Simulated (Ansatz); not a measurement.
**Molecular dynamics of C2H7AlBrF**

Input:

```yaml
crystal:
  periodic: [false, false, false]
  atoms:
    - { symbol: Al, position_ang: [-0.47833, 0.408603, 0.299367] }
    - { symbol: C, position_ang: [1.489338, -0.081557, 0.641888] }
    - { symbol: C, position_ang: [-1.169485, 0.249876, -1.51271] }
    - { symbol: F, position_ang: [-0.950641, 1.64116, 1.306208] }
    - { symbol: H, position_ang: [0.364561, -1.03004, 1.300254] }
    - { symbol: Br, position_ang: [-1.005705, -1.768512, 1.688463] }
    - { symbol: H, position_ang: [1.909375, -0.56825, -0.240939] }
    - { symbol: H, position_ang: [1.981298, -0.502882, 1.522958] }
    - { symbol: H, position_ang: [1.800688, 0.972269, 0.645297] }
    - { symbol: H, position_ang: [-2.25976, 0.331791, -1.522825] }
    - { symbol: H, position_ang: [-0.778989, 1.049986, -2.149759] }
    - { symbol: H, position_ang: [-0.902352, -0.702342, -1.9781] }
magnetization:
  spin_polarized: true
basis:
  gaussian: { orbitals: def2-SVP }
hamiltonian:
  xc: hf
md:
  timestep: 0.5
  n_steps: 200
  ensemble: nve
  temperature: 100.0
  initial_velocities: maxwell_boltzmann
  seed: 3558
```

Run as:

```bash
$ ansatz run input.yaml --threads 4 --pin off --max-ram 5120MiB --backend cpu --events-out ev --progress --plain --runs-dir out
```

It starts at the highest image of a converged band. Of that band: Beside the main top the profile has a ripple of under 15 meV (maxima at images 5, 8), which may be a very shallow well or noise. Neighbouring images differ by up to 2.5 eV, so the band resolves the path poorly. A vibrational analysis at the climbing image gives one clearly imaginary mode, 1273i cm⁻¹: a first-order saddle point.

Output, in part (one step line in 4, the closing report, with atoms numbered from 0):

```
md step     0: t =     0.00 fs  T =   100.0 K  F+E_penalty+E_count = -81446.95214229 eV  E_kin = 0.129260 eV  conserved = -81446.82288229 eV  (40 SCF iters)
md step     4: t =     2.00 fs  T =    80.7 K  F+E_penalty+E_count = -81446.92675082 eV  E_kin = 0.104263 eV  conserved = -81446.82248828 eV  (32 SCF iters)
md step     8: t =     4.00 fs  T =    72.1 K  F+E_penalty+E_count = -81446.91568712 eV  E_kin = 0.093145 eV  conserved = -81446.82254215 eV  (33 SCF iters)
md step    12: t =     6.00 fs  T =    73.1 K  F+E_penalty+E_count = -81446.91705680 eV  E_kin = 0.094426 eV  conserved = -81446.82263093 eV  (32 SCF iters)
md step    16: t =     8.00 fs  T =    79.6 K  F+E_penalty+E_count = -81446.92512780 eV  E_kin = 0.102898 eV  conserved = -81446.82222962 eV  (32 SCF iters)
md step    20: t =    10.00 fs  T =   144.5 K  F+E_penalty+E_count = -81447.00915042 eV  E_kin = 0.186781 eV  conserved = -81446.82236940 eV  (37 SCF iters)
md step    24: t =    12.00 fs  T =   276.8 K  F+E_penalty+E_count = -81447.17949982 eV  E_kin = 0.357843 eV  conserved = -81446.82165708 eV  (37 SCF iters)
md step    28: t =    14.00 fs  T =   547.4 K  F+E_penalty+E_count = -81447.53326396 eV  E_kin = 0.707536 eV  conserved = -81446.82572747 eV  (36 SCF iters)
md step    32: t =    16.00 fs  T =   422.8 K  F+E_penalty+E_count = -81447.36918220 eV  E_kin = 0.546470 eV  conserved = -81446.82271235 eV  (38 SCF iters)
md step    36: t =    18.00 fs  T =   666.0 K  F+E_penalty+E_count = -81447.69101834 eV  E_kin = 0.860879 eV  conserved = -81446.83013969 eV  (37 SCF iters)
md step    40: t =    20.00 fs  T =   666.1 K  F+E_penalty+E_count = -81447.68489207 eV  E_kin = 0.860946 eV  conserved = -81446.82394592 eV  (38 SCF iters)
md step    44: t =    22.00 fs  T =   546.1 K  F+E_penalty+E_count = -81447.52674565 eV  E_kin = 0.705915 eV  conserved = -81446.82083032 eV  (38 SCF iters)
md step    48: t =    24.00 fs  T =   934.8 K  F+E_penalty+E_count = -81448.03226305 eV  E_kin = 1.208273 eV  conserved = -81446.82399036 eV  (36 SCF iters)
md step    52: t =    26.00 fs  T =  1204.8 K  F+E_penalty+E_count = -81448.38695732 eV  E_kin = 1.557325 eV  conserved = -81446.82963184 eV  (38 SCF iters)
md step    56: t =    28.00 fs  T =  1066.6 K  F+E_penalty+E_count = -81448.19962240 eV  E_kin = 1.378641 eV  conserved = -81446.82098107 eV  (38 SCF iters)
md step    60: t =    30.00 fs  T =  1278.4 K  F+E_penalty+E_count = -81448.47864750 eV  E_kin = 1.652494 eV  conserved = -81446.82615335 eV  (38 SCF iters)
md step    64: t =    32.00 fs  T =  1197.3 K  F+E_penalty+E_count = -81448.36931007 eV  E_kin = 1.547624 eV  conserved = -81446.82168615 eV  (38 SCF iters)
md step    68: t =    34.00 fs  T =  1434.4 K  F+E_penalty+E_count = -81448.67741072 eV  E_kin = 1.854056 eV  conserved = -81446.82335490 eV  (40 SCF iters)
md step    72: t =    36.00 fs  T =  1657.0 K  F+E_penalty+E_count = -81448.97129901 eV  E_kin = 2.141778 eV  conserved = -81446.82952149 eV  (39 SCF iters)
md step    76: t =    38.00 fs  T =  1519.8 K  F+E_penalty+E_count = -81448.78494684 eV  E_kin = 1.964515 eV  conserved = -81446.82043135 eV  (38 SCF iters)
md step    80: t =    40.00 fs  T =  1778.8 K  F+E_penalty+E_count = -81449.12664309 eV  E_kin = 2.299315 eV  conserved = -81446.82732826 eV  (36 SCF iters)
md step    84: t =    42.00 fs  T =  1623.2 K  F+E_penalty+E_count = -81448.92051742 eV  E_kin = 2.098213 eV  conserved = -81446.82230478 eV  (38 SCF iters)
md step    88: t =    44.00 fs  T =  1691.0 K  F+E_penalty+E_count = -81449.00834694 eV  E_kin = 2.185778 eV  conserved = -81446.82256871 eV  (38 SCF iters)
md step    92: t =    46.00 fs  T =  1929.1 K  F+E_penalty+E_count = -81449.32083236 eV  E_kin = 2.493612 eV  conserved = -81446.82722060 eV  (37 SCF iters)
md step    96: t =    48.00 fs  T =  1784.1 K  F+E_penalty+E_count = -81449.12755285 eV  E_kin = 2.306152 eV  conserved = -81446.82140066 eV  (37 SCF iters)
md step   100: t =    50.00 fs  T =  1769.6 K  F+E_penalty+E_count = -81449.11289690 eV  E_kin = 2.287390 eV  conserved = -81446.82550666 eV  (37 SCF iters)
md step   104: t =    52.00 fs  T =  1631.1 K  F+E_penalty+E_count = -81448.93154222 eV  E_kin = 2.108322 eV  conserved = -81446.82322055 eV  (41 SCF iters)
md step   108: t =    54.00 fs  T =  1556.9 K  F+E_penalty+E_count = -81448.83501824 eV  E_kin = 2.012393 eV  conserved = -81446.82262488 eV  (43 SCF iters)
md step   112: t =    56.00 fs  T =  1637.7 K  F+E_penalty+E_count = -81448.94291064 eV  E_kin = 2.116867 eV  conserved = -81446.82604351 eV  (42 SCF iters)
md step   116: t =    58.00 fs  T =  1502.2 K  F+E_penalty+E_count = -81448.76329826 eV  E_kin = 1.941717 eV  conserved = -81446.82158174 eV  (41 SCF iters)
md step   120: t =    60.00 fs  T =  1622.9 K  F+E_penalty+E_count = -81448.92412738 eV  E_kin = 2.097730 eV  conserved = -81446.82639748 eV  (41 SCF iters)
md step   124: t =    62.00 fs  T =  1596.7 K  F+E_penalty+E_count = -81448.88770141 eV  E_kin = 2.063851 eV  conserved = -81446.82384993 eV  (43 SCF iters)
md step   128: t =    64.00 fs  T =  1516.1 K  F+E_penalty+E_count = -81448.78284599 eV  E_kin = 1.959746 eV  conserved = -81446.82309955 eV  (43 SCF iters)
md step   132: t =    66.00 fs  T =  1562.8 K  F+E_penalty+E_count = -81448.84432003 eV  E_kin = 2.020131 eV  conserved = -81446.82418903 eV  (42 SCF iters)
md step   136: t =    68.00 fs  T =  1556.9 K  F+E_penalty+E_count = -81448.83633474 eV  E_kin = 2.012468 eV  conserved = -81446.82386709 eV  (40 SCF iters)
md step   140: t =    70.00 fs  T =  1555.7 K  F+E_penalty+E_count = -81448.83557550 eV  E_kin = 2.010947 eV  conserved = -81446.82462803 eV  (42 SCF iters)
md step   144: t =    72.00 fs  T =  1565.5 K  F+E_penalty+E_count = -81448.84738988 eV  E_kin = 2.023629 eV  conserved = -81446.82376111 eV  (43 SCF iters)
md step   148: t =    74.00 fs  T =  1551.8 K  F+E_penalty+E_count = -81448.83030614 eV  E_kin = 2.005876 eV  conserved = -81446.82443062 eV  (45 SCF iters)
md step   152: t =    76.00 fs  T =  1498.8 K  F+E_penalty+E_count = -81448.76107070 eV  E_kin = 1.937392 eV  conserved = -81446.82367894 eV  (46 SCF iters)
md step   156: t =    78.00 fs  T =  1451.1 K  F+E_penalty+E_count = -81448.70029364 eV  E_kin = 1.875746 eV  conserved = -81446.82454790 eV  (45 SCF iters)
md step   160: t =    80.00 fs  T =  1442.8 K  F+E_penalty+E_count = -81448.68922564 eV  E_kin = 1.864969 eV  conserved = -81446.82425692 eV  (46 SCF iters)
md step   164: t =    82.00 fs  T =  1505.6 K  F+E_penalty+E_count = -81448.76990431 eV  E_kin = 1.946173 eV  conserved = -81446.82373180 eV  (46 SCF iters)
md step   168: t =    84.00 fs  T =  1559.5 K  F+E_penalty+E_count = -81448.84122487 eV  E_kin = 2.015788 eV  conserved = -81446.82543642 eV  (41 SCF iters)
md step   172: t =    86.00 fs  T =  1472.8 K  F+E_penalty+E_count = -81448.72724397 eV  E_kin = 1.903742 eV  conserved = -81446.82350183 eV  (39 SCF iters)
md step   176: t =    88.00 fs  T =  1420.4 K  F+E_penalty+E_count = -81448.66003218 eV  E_kin = 1.835958 eV  conserved = -81446.82407443 eV  (42 SCF iters)
md step   180: t =    90.00 fs  T =  1440.5 K  F+E_penalty+E_count = -81448.68710423 eV  E_kin = 1.862039 eV  conserved = -81446.82506496 eV  (42 SCF iters)
md step   184: t =    92.00 fs  T =  1354.1 K  F+E_penalty+E_count = -81448.57321339 eV  E_kin = 1.750251 eV  conserved = -81446.82296194 eV  (37 SCF iters)
md step   188: t =    94.00 fs  T =  1423.0 K  F+E_penalty+E_count = -81448.66487073 eV  E_kin = 1.839390 eV  conserved = -81446.82548121 eV  (39 SCF iters)
md step   192: t =    96.00 fs  T =  1414.2 K  F+E_penalty+E_count = -81448.65246956 eV  E_kin = 1.828006 eV  conserved = -81446.82446368 eV  (43 SCF iters)
md step   196: t =    98.00 fs  T =  1311.7 K  F+E_penalty+E_count = -81448.51844440 eV  E_kin = 1.695560 eV  conserved = -81446.82288425 eV  (40 SCF iters)
md step   200: t =   100.00 fs  T =  1408.0 K  F+E_penalty+E_count = -81448.64478904 eV  E_kin = 1.819933 eV  conserved = -81446.82485640 eV  (40 SCF iters)
Total energy: -81448.64478904 eV, -2993.1824881228 hartree
Atom 0 at    -1.427592     0.255810     0.448013 Å, force     1.335341    -2.034791    -0.966408 eV/Å
Atom 1 at     3.916250     0.350751     0.471145 Å, force    -2.016402     2.307314     2.121762 eV/Å
Atom 2 at    -1.137485     0.228354    -1.604628 Å, force     0.530804     0.933602     2.004131 eV/Å
Atom 3 at    -0.737073     1.509044     1.260459 Å, force    -0.469578     0.266214     0.022759 eV/Å
Atom 4 at     4.740859     0.453424    -0.140392 Å, force     2.205689     0.028805    -1.318930 eV/Å
Atom 5 at    -1.239909    -1.784806     1.707254 Å, force    -0.492849     1.342427    -0.764520 eV/Å
Atom 6 at     3.044072     0.510240    -0.177900 Å, force    -0.098562    -1.176915     0.284287 eV/Å
Atom 7 at     3.846859     1.305278     1.101684 Å, force     0.487220    -1.540539    -0.460379 eV/Å
Atom 8 at     3.996743    -0.538092     1.121474 Å, force    -0.583017     0.382783    -0.628255 eV/Å
Atom 9 at    -1.827248    -0.046307    -2.385339 Å, force    -0.577967    -0.014119     0.038123 eV/Å
Atom 10 at    -0.776176     1.270002    -1.730912 Å, force    -0.228271    -0.527324    -0.379599 eV/Å
Atom 11 at    -0.260594    -0.427287    -1.688135 Å, force    -0.092406     0.032543     0.047027 eV/Å
Dipole moment:    -0.408935     0.239834    -0.499038 e Å
```

All steps were run. The conserved energy stayed within 0.7 meV per atom of its start (net change -0.16 meV per atom), so the integration is sound. The system heated up, since it started high on the potential surface and ran downhill. A run of 0.1 ps of so small a system gives no equilibrium averages. The orbitals stay closed-shell, which can raise the energy where a bond breaks towards radicals; this wasn't checked here.

The step under study would form Al1–Br6, C2–H5 and break Al1–C2, H5–Br6. These pairs go: Al1–Br6 2.64 → 2.41 Å, C2–H5 1.61 → 1.03 Å, Al1–C2 2.06 → 5.34 Å, H5–Br6 1.60 → 6.65 Å. In the last frame they stand as after the step (other bonds may differ from the relaxed reactants and products). It ends as CH3AlBrF + CH4. Pairs count as bonded within 1.25 times the sum of covalent radii (0.12 Å more for H–H).

Last frame:

```xyz
12
Properties=species:S:1:pos:R:3
Al -1.428 0.256 0.448
C 3.916 0.351 0.471
C -1.137 0.228 -1.605
F -0.737 1.509 1.260
H 4.741 0.453 -0.140
Br -1.240 -1.785 1.707
H 3.044 0.510 -0.178
H 3.847 1.305 1.102
H 3.997 -0.538 1.121
H -1.827 -0.046 -2.385
H -0.776 1.270 -1.731
H -0.261 -0.427 -1.688
```

The run took 11 min on 4 threads of Arm Neoverse N1, on a shared host, peak memory 0.45 GiB.
